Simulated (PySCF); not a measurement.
H₆Si₃. Atoms are numbered in the order given.

```xyz
9

Si     1.3493     0.0000     0.0000
H      2.1661     0.0000     1.2472
H      2.1661     0.0000    -1.2472
Si    -0.6746     1.1685     0.0000
H     -1.0831     1.8759     1.2472
H     -1.0831     1.8759    -1.2472
Si    -0.6746    -1.1685     0.0000
H     -1.0831    -1.8759     1.2472
H     -1.0831    -1.8759    -1.2472
```
Charge 0, spin multiplicity 1.

The structure is a stationary point at PBE0-D3(BJ)/def2-SVP.

Computed with CAM-B3LYP/def2-TZVPD (PySCF).

Gas-phase values at a fixed geometry.

| Quantity | Value |
|---|---|
| total energy | -872.06818 hartree |
| point group | D3h |
| highest occupied level | -8.09 eV |
| lowest empty level | 0.02 eV |
| orbital gap | 8.11 eV |
| dipole moment | 0.00 D |
| quadrupole, principal values (traceless, Buckingham form, about the centre of nuclear charge) | -0.13, -0.13, 0.25 D·Å |
| mean static polarisability | 94.7 bohr³ (14.04 Å³) |
| polarisability, principal values | 77.7, 103.3, 103.3 bohr³ |
